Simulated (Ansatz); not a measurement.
Relative stability

The two ends of one reaction step of Si2H5ClOF4, singlet (PBE0-D4/def2-TZVP).

A:

Si1  (-0.802, 0.512, 1.184)
O2  (-0.342, 0.107, -0.313)
Si3  (-1.073, 0.207, -1.826)
F4  (-2.240, 1.139, 1.122)
F5  (0.185, 1.565, 1.781)
F6  (-0.840, -0.754, 2.096)
H7  (2.768, -1.036, 1.214)
Cl8  (2.795, -0.903, 2.497)
H9  (1.230, -0.576, -0.489)
F10  (2.087, -0.950, -0.578)
H11  (-1.368, 1.629, -2.112)
H12  (-0.085, -0.345, -2.775)
H13  (-2.315, -0.596, -1.802)
(Å)

B:

Si1  (-0.357, 0.344, 1.407)
O2  (0.106, -0.080, -0.258)
Si3  (-0.959, 0.194, -1.611)
F4  (-1.746, 0.842, 0.678)
F5  (0.004, 1.776, 1.973)
F6  (-1.075, -0.733, 2.316)
H7  (2.459, -1.006, 0.393)
Cl8  (1.627, -0.421, 2.053)
H9  (0.995, -0.489, -0.459)
F10  (2.406, -1.111, -0.562)
H11  (-1.192, 1.637, -1.766)
H12  (-0.102, -0.321, -2.704)
H13  (-2.165, -0.633, -1.459)
(Å)

Ansatz 0.2.0; basis: def2-TZVPP; cores frozen in the correlated methods. B3LYP uses VWN-RPA correlation.

Question: Which structure is lower at CCSD(T), and by how much? (Judge from chemistry; the value comes from the calculation.)

Answer: Computed: A, by 17.75 kcal/mol (electronic energy, against the other). By their contacts, A is a complex of Si₂H₃OF₃ ([F][Si]([F])([F])[O][SiH3]) + HCl + HF and B is a complex of Si₂H₄ClOF₃ ([F][Si]([F])([F])([Cl])[OH][SiH3]) + HF.

Question: Do the other methods give the same order? (A judgement: the text doesn't fix the answer.)

Answer: By the calculation: Not all: SPW92 gives the other order.

```json
{"method": "SPW92", "E(B) − E(A) (kcal/mol)": "-0.22"}
{"method": "PBE-D4", "E(B) − E(A) (kcal/mol)": "11.14"}
{"method": "BLYP-D4", "E(B) − E(A) (kcal/mol)": "16.69"}
{"method": "r2SCAN-D4", "E(B) − E(A) (kcal/mol)": "12.18"}
{"method": "B97M-V", "E(B) − E(A) (kcal/mol)": "15.34"}
{"method": "PBE0-D4", "E(B) − E(A) (kcal/mol)": "12.72"}
{"method": "B3LYP-D4", "E(B) − E(A) (kcal/mol)": "17.13"}
{"method": "r2SCAN0-D4", "E(B) − E(A) (kcal/mol)": "13.24"}
{"method": "BHLYP-D4", "E(B) − E(A) (kcal/mol)": "18.50"}
{"method": "CAM-B3LYP-D4", "E(B) − E(A) (kcal/mol)": "15.79"}
{"method": "wB97X-V", "E(B) − E(A) (kcal/mol)": "14.33"}
{"method": "wB97M-V", "E(B) − E(A) (kcal/mol)": "12.95"}
{"method": "B2PLYP", "E(B) − E(A) (kcal/mol)": "17.98"}
{"method": "PBE-QIDH", "E(B) − E(A) (kcal/mol)": "14.33"}
{"method": "RPA on PBE", "E(B) − E(A) (kcal/mol)": "19.08"}
{"method": "HF", "E(B) − E(A) (kcal/mol)": "29.92"}
{"method": "MP2", "E(B) − E(A) (kcal/mol)": "16.52"}
{"method": "CCSD", "E(B) − E(A) (kcal/mol)": "19.86"}
{"method": "CCSD(T)", "E(B) − E(A) (kcal/mol)": "17.75"}
```

T1 diagnostic: at most 0.012.

Labels in which every atom is bracketed show which atoms are joined, not bond orders.

For scale, one of the runs: CCSD(T)/def2-TZVPP, 351 basis functions, launched by `ansatz run in.yaml --threads 4 --pin off --events-out ev --progress --plain --max-ram 46080MiB --backend cuda --devices 0, --max-vram 37GiB`. Time: 15 s of wall clock on 4 CPU threads of an AMD EPYC 7R13 and a share of one NVIDIA H100; the host was shared. Peak host memory: 0.89 GiB.
